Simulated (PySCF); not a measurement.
Species: C₅H₁₁FSi.
SMILES with atom numbers: `[CH3:1][CH2:2][Si@@H:3]1[CH2:4][CH2:5][C@H:6]1[F:7]` (hydrogens: H8, H9, H10 on C1; H11, H12 on C2; H13 on Si3; H14, H15 on C4; H16, H17 on C5; H18 on C6)

The geometry is computed with GFN2-xTB (gas phase).

(1) What internal coordinates does the optimisation give?

Answers

(1) 
```csv
bond,length (Å)
C1–C2,1.525
C2–Si3,1.899
Si3–C4,1.918
C4–C5,1.541
C5–C6,1.535
C6–F7,1.386
Si3–C6,1.932
"C1–H8, C1–H9, C1–H10",1.087
C2–H11,1.092
C2–H12,1.091
Si3–H13,1.466
C4–H14,1.089
C4–H15,1.087
C5–H16,1.089
C5–H17,1.089
C6–H18,1.093
```

Bonds in one row agree within 0.01 Å and their mean is given. A selection of angles:
```csv
angle,degrees
C2–C1–H8,110.8
H8–C1–H9,108.2
C1–C2–Si3,112.1
C1–C2–H11,109.1
C1–C2–H12,108.9
Si3–C2–H11,110.3
Si3–C2–H12,109.8
H11–C2–H12,106.5
C2–Si3–C4,118.9
C2–Si3–C6,117.2
C2–Si3–H13,113.0
C4–Si3–C6,75.4
C4–Si3–H13,115.0
C6–Si3–H13,112.3
Si3–C4–C5,91.3
Si3–C4–H14,114.3
Si3–C4–H15,118.6
C5–C4–H14,111.5
C5–C4–H15,113.4
H14–C4–H15,107.3
C4–C5–C6,99.9
C4–C5–H16,114.2
C4–C5–H17,111.1
C6–C5–H16,114.0
C6–C5–H17,109.0
H16–C5–H17,108.4
C5–C6–F7,112.6
C5–C6–H18,113.2
F7–C6–H18,105.3
Si3–C6–C5,90.9
Si3–C6–F7,116.8
Si3–C6–H18,117.8
```

Dihedral angles: C1–C2–Si3–C4 -88° (synclinal); C2–Si3–C4–C5 -124° (anticlinal); Si3–C4–C5–C6 13° (synperiplanar); C4–C5–C6–F7 -133° (anticlinal); C2–Si3–C6–C5 126° (anticlinal).

The 3 C–Si bonds span 1.899 Å (C2–Si3, drawn single) to 1.932 Å (Si3–C6, drawn single), a spread of 0.033 Å. Si3 (SiH silicon) has angles from 75.4° to 118.9°. The 4-membered ring Si3–C4–C5–C6 has internal angles of 75.4° to 99.9° (sum 358°, against 360° for a flat polygon); it is puckered, 0.09 Å rms from its mean plane, widest ring torsion 13°.

Point group: C1 (no symmetry element, even within 0.4 Å). No GFN2-xTB frequencies stand behind this structure, so it isn't proved a minimum. The numbers are those of one conformer.
